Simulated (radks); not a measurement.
Problem. Radial electron density D(r) = 4 pi r^2 rho(r) of an atom or ion with 4 electrons. All-electron calculation, non-relativistic Kohn-Sham, LDA (Slater exchange, Perdew-Wang correlation), spin-unpolarised, spherical densities, point nucleus. Program: a radial shooting solver on a logarithmic mesh with Libxc functionals.

r (bohr)  D(r) (e/bohr)
0.03252          0.3572
0.03725          0.4516
0.04268          0.5677
0.0489           0.7093
0.05602          0.8799
0.06418           1.083
0.07353           1.320
0.08424           1.592
0.09652           1.898
0.1106            2.231
0.1267            2.583
0.1451            2.938
0.1663            3.275
0.1905            3.568
0.2183            3.790
0.2501            3.909
0.2865            3.901
0.3282            3.750
0.376             3.456
0.4308            3.037
0.4936            2.530
0.5655            1.989
0.6479            1.475
0.7423            1.042
0.8504           0.7321
0.9665           0.5654
1.107            0.5111
1.269            0.5516
1.453            0.6422
1.665            0.7360
1.908            0.7936
2.186            0.7907
2.504            0.7223
2.869            0.6013
3.287            0.4533
3.766            0.3068
4.314            0.1844
4.943           0.09723
5.663           0.04430
6.488           0.01716
7.433          0.005547
8.516          0.001468
9.757         0.0003113

What is the nuclear charge?

Solution. Z = 4. The innermost maximum, from 1s, lies near 1/Z = 0.25 bohr (found: 0.267), and its height grows with Z. The density is that of neutral beryllium in [He] 2s2; the configuration itself is not fixed sharply by these data. D(r) has 2 maxima, at r = 0.267, 2.03 bohr, and minima at 1.11 bohr, inside which lie 2.06 electrons.
